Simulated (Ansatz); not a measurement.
`FC1=C(Cl)[SiH2]1` + HCl → `ClC1=C(Cl)[SiH2]1` + H–F at 700 K and 1 bar (substitution at a C–F bond).

Isolated molecules relaxed with PBE0-D4/def2-TZVP in Ansatz; ΔE leaves out vibrations. CBS: MP2 limit from def2 TZ/QZ plus the TZ coupled-cluster correction, frozen cores. This one scheme is used for every species.

```
            species  CCSD(T)/CBS energy (Eh)  H − E (kJ/mol)  S (J/(mol·K))
 `FC1=C(Cl)[SiH2]1`               -925.86117           142.9          408.3
                HCl               -460.38127            38.4          211.8
`ClC1=C(Cl)[SiH2]1`              -1285.86261           141.0          416.8
                H–F               -100.39570            45.2          198.5
```

H − E and S are ideal-gas, rigid-rotor, harmonic terms from PBE0-D4/def2-TZVP. 1 Eh = 2625.50 kJ/mol, R = 8.31446 J/(mol·K).

Task: By hand: ΔE, ΔH, ΔS and ΔG.

Result: ΔE = (-1285.86261) + (-100.39570) − (-925.86117) − (-460.38127) = -0.01587 Eh = -41.7 kJ/mol. Δ(H − E) = 141.0 + 45.2 − 142.9 − 38.4 = 4.9, so ΔH = -36.8 kJ/mol. ΔS = 416.8 + 198.5 − 408.3 − 211.8 = -4.8 J/(mol·K). ΔG = -36.8 − 700 × (-4.8)/1000 = -33.4 kJ/mol.

Task: By hand: the equilibrium constant, and the temperature at which ΔG would vanish if ΔH and ΔS stayed fixed.

Result: log₁₀ K = −ΔG/(RT ln 10) = 2.5. ΔG = 0 at ΔH/ΔS = 7667 K, far beyond where these terms or the molecules hold.

The number of gas molecules stays the same, so ΔS is small and ΔH decides. A doubt of 5 kJ/mol in ΔE shifts log₁₀ K by 0.4 here. These are equilibria of isolated gas molecules and say nothing of rates. Largest T1 diagnostic: 0.013 (customary marks: 0.02 for closed shells, 0.045 for open ones).
